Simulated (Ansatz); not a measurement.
Process, species as SMILES: [GeH] (GeH) → Ge atom + H atom
B3LYP-D3(BJ)/def2-TZVP geometries, fixed; electronic energies without zero-point terms.
Largest species:
```xyz
2

Ge     0.0000     0.0000    -0.0487
H      0.0000     0.0000     1.5577
```
Charge 0, spin multiplicity 2.

Energies in hartree at MP2 with Ansatz (a first-principles code); the atomisation energy is their sum with the coefficients shown, times 627.509 kcal/mol a hartree. All functions are spherical. Cores are frozen (with 3d on Ga to Br). Open shells are unrestricted. No added dispersion term, no relativity.

```json
[
 {"species": "[GeH] (GeH)", "coefficient": "-1", "part": "Hartree-Fock", "cc-pVDZ": "-2075.86258", "cc-pVTZ": "-2075.93381", "cc-pVQZ": "-2075.93682"},
 {"species": "[GeH] (GeH)", "coefficient": "-1", "part": "correlation", "cc-pVDZ": "-0.06074", "cc-pVTZ": "-0.07546", "cc-pVQZ": "-0.08071"},
 {"species": "Ge atom", "coefficient": "+1", "part": "Hartree-Fock", "cc-pVDZ": "-2075.29166", "cc-pVTZ": "-2075.36107", "cc-pVQZ": "-2075.36359"},
 {"species": "Ge atom", "coefficient": "+1", "part": "correlation", "cc-pVDZ": "-0.04017", "cc-pVTZ": "-0.05006", "cc-pVQZ": "-0.05352"},
 {"species": "H atom", "coefficient": "+1", "part": "Hartree-Fock", "cc-pVDZ": "-0.49928", "cc-pVTZ": "-0.49981", "cc-pVQZ": "-0.49995"}
]
```

### Question
Predict the atomisation energy in cc-pV5Z (X = 5): let each Hartree-Fock step shrink by the ratio of the last two, and fit each correlation energy at X = 3 and 4 to E + A/X^3. Compare with the run.

### Answer

- [GeH] (GeH): steps -0.07123 and -0.00301, ratio 0.042, so Hartree-Fock -2075.93695 (run: -2075.93721); A = (-0.07546 - (-0.08071))/(1/27 - 1/64) = 0.2452, correlation -0.08071 - A/64 + A/125 = -0.08258 (run: -0.08309).
- Ge atom: steps -0.06941 and -0.00252, ratio 0.036, so Hartree-Fock -2075.36368 (run: -2075.36384); A = (-0.05006 - (-0.05352))/(1/27 - 1/64) = 0.1616, correlation -0.05352 - A/64 + A/125 = -0.05475 (run: -0.05524).
- H atom: steps -0.00053 and -0.00014, ratio 0.264, so Hartree-Fock -0.49999 (run: -0.49999).
Predicted 63.45 kcal/mol; the run in cc-pV5Z gives 63.52, a miss of -0.08. Keeping the value in cc-pVQZ, 63.05, would miss by -0.48. All sums are of the energies as printed.
